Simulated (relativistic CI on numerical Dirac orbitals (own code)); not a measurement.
What each ingredient does to the levels of Tl LIX

Base calculation: Dirac-Coulomb-Breit CI, orbitals from a KLI potential per configuration, model QED, unscaled Slater integrals.

CI space (outside the closed core [Ne]): 3s²3p⁶3d⁵, 3s²3p⁵3d⁶, 3s²3p⁴3d⁷, 3s3p⁶3d⁶, 3p⁶3d⁷, 3s3p⁵3d⁷, 3s²3p⁶3d⁴4s, 3s²3p⁶3d⁴4p, 3s²3p⁴3d⁶4s, 3s²3p⁵3d⁵4s, 3s²3p⁶3d⁴4f, 3s²3p⁶3d³4s², 3s3p⁶3d⁵4s. Levels of other configurations are missing.

Variants: (1) configuration mixing switched off. Shifts of the energy above 3s²3p⁶3d⁵ ²D5/2, in eV, for the lowest level and the first level of each name with at least 55 % of one term (blank where a level changes its place among those of its configuration and J or its character, or is not in the variant):

```
            Level     Base    Δ(1)
  3s²3p⁶3d⁵ ²D5/2    0.000   0.000
  3s²3p⁶3d⁵ ²D3/2  146.282  +0.706
  3s²3p⁶3d⁵ ⁴G9/2  214.361  -1.646
 3s²3p⁶3d⁵ ²I13/2  217.613  -2.506
  3s²3p⁶3d⁵ ⁴D1/2  220.572  -0.722
  3s²3p⁶3d⁵ ²G7/2  231.535  -0.901
  3s²3p⁶3d⁵ ⁴F5/2  234.117  -0.322
  3s²3p⁶3d⁵ ²P3/2  269.527  +0.590
3s²3p⁵3d⁶ ⁴H°13/2  561.339  -3.142
3s²3p⁵3d⁶ ⁴I°15/2  570.672  -3.416
```

At this charge energies of transitions that change n are usually good to better than 1 %, and those within a shell (Δn = 0) to a few per cent.

Ionisation energy from the two ground configurations alone: base 5969.66 eV. The NIST ASD value (theoretical) is 5969 eV.

LS names give the leading component of a level, which can be under half, so a name can repeat, a term be missing and a line seem to break the LS rules.
